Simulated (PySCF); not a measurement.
Si(H)(Me)(OH)(NH2) (CH₇NOSi), SMILES C[SiH](N)O.

Geometry optimised at PBE-D3(BJ)/def2-SVP. The structure was generated by enumeration, and PubChem lists no compound with its InChIKey, so it may never have been made. The values are those of a single conformer.

Computed with PBE-D3(BJ)/def2-SVP (PySCF 2.14.0).

Frequencies are harmonic and unscaled.

Computed harmonic wavenumbers and intensities:
| mode | ν (cm⁻¹) | IR (km/mol) | moving atoms (share of kinetic energy) |
|---|---|---|---|
| 1 | 140 | 0.2 | H 97 % |
| 2 | 186 | 11.2 | H 52 %, O 22 %, N 12 %, Si 8 % |
| 3 | 213 | 6.2 | H 59 %, C 16 %, N 9 %, O 8 %, Si 8 % |
| 4 | 224 | 32.8 | H 69 %, N 15 % |
| 5 | 284 | 23.8 | H 35 %, Si 32 %, O 13 %, N 11 %, C 8 % |
| 6 | 359 | 75.6 | H 70 %, O 16 %, N 9 % |
| 7 | 410 | 181.0 | H 72 %, N 18 % |
| 8 | 625 | 3.4 | H 81 %, C 14 % |
| 9 | 651 | 10.5 | H 42 %, C 36 %, Si 13 % |
| 10 | 718 | 21.5 | H 69 %, C 17 % |
| 11 | 785 | 43.0 | H 30 %, N 26 %, O 24 %, Si 16 % |
| 12 | 787 | 36.2 | H 64 %, O 17 %, N 11 % |
| 13 | 832 | 52.4 | H 74 %, Si 9 %, N 8 % |
| 14 | 882 | 86.8 | H 57 %, Si 21 %, O 11 %, N 9 % |
| 15 | 900 | 134.6 | H 66 %, Si 20 % |
| 16 | 928 | 296.3 | H 50 %, Si 32 %, O 10 % |
| 17 | 1218 | 36.1 | H 77 %, C 22 % |
| 18 | 1383 | 3.3 | H 96 % |
| 19 | 1385 | 3.5 | H 96 % |
| 20 | 1493 | 46.1 | H 89 %, N 10 % |
| 21 | 2158 | 174.4 | H 97 % |
| 22 | 2972 | 2.6 | H 97 % |
| 23 | 3067 | 6.5 | H 91 %, C 9 % |
| 24 | 3079 | 3.9 | H 91 %, C 9 % |
| 25 | 3489 | 15.7 | H 96 % |
| 26 | 3585 | 18.0 | H 91 %, N 9 % |
| 27 | 3745 | 48.3 | H 94 % |
